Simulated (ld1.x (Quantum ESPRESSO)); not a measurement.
As: one change to a TM potential, before and after

```
Element                 : arsenic (As)
Generator               : ld1.x (Quantum ESPRESSO) 7.5
Type                    : norm-conserving Troullier–Martins (Kleinman–Bylander form)
Functional              : LDA (PZ)
Relativity              : scalar-relativistic
Frozen core             : [Ar] 3d10
Valence charge          : 5
Reference configuration : 4s2 4p1 (charge +2)
Partial waves           : 4s (bound): rc 1.45 bohr; 4p (bound): rc 1.75 bohr
Local potential         : all-electron potential smoothed inside 1.55 bohr (lloc = -1)
Core correction         : a·sin(br)/r model core inside 0.75 bohr
```

All-electron outer shells of the reference configuration (LDA (PZ), scalar-relativistic, ld1.x):

```csv
shell,level (eV),outermost node (bohr),outermost maximum (bohr)
4s,-33.78,0.73,1.55
4p,-22.96,0.77,1.81
```

Change: wave 4p (bound): rc 1.75 bohr becomes 4p (bound): rc 2.24 bohr.

Cutoffs: the cutoffs (Ry, on a coarse ladder) from which the occupation-weighted sum of valence levels, in a spherical-Bessel basis at the reference potential, stays within 10 and 1 mRy of its value at 400 Ry; they do not see the model core or the augmentation charge, which bear on the density cutoff. Errors are all-electron minus pseudo energies relative to the spin-unpolarised reference configuration.

Question: Predict the effect on cutoff, ghosts and configuration errors.

Answer: The potential gets neither clearly harder nor softer (35 Ry and 50 Ry → 35 Ry and 50 Ry); the s channel sets the loose cutoff, while the largest relative change is in p, which becomes softer; of the 9 tests that both files solve, the error grows in 6 and shrinks in 2 by more than 15 % and 0.3 meV (median size 0.6 → 2.0 meV); neither file shows a bound ghost.

| quantity | base | changed |
| --- | --- | --- |
| cutoff, loose | 35 Ry | 35 Ry |
| cutoff, tight | 50 Ry | 50 Ry |
| loose cutoff by channel (10 mRy a level) | s 18 Ry, p 12 Ry | s 18 Ry, p 6 Ry |
| bound ghosts | none | none |
| error for 4s2 4p3, meV [ΔE -27.49 eV] | +0.4 | -2.0 |
| error for 4s2 4p2, meV [ΔE -18.16 eV] | -0.4 | -1.9 |
| error for 4s2 4p0, meV [ΔE 28.04 eV] | -18 | -23 |
| error for 4s2 4p3.3, meV [ΔE -28.77 eV] | +1.4 | -0.8 |
| error for 4s1 4p3, meV [ΔE -8.00 eV] | +0.4 | +1.3 |
| error for 4s2 4p2.5, meV [ΔE -23.85 eV] | -0.6 | -2.7 |
| error for 4s1 4p0, meV [ΔE 79.15 eV] | -162 | -180 |
| error for 4s2 4p1 (spin-polarised), meV [ΔE -0.23 eV] | +0.4 | -1.6 |
| error for 4s2 4p3 (spin-polarised), meV [ΔE -28.81 eV] | +7.1 | -2.3 |
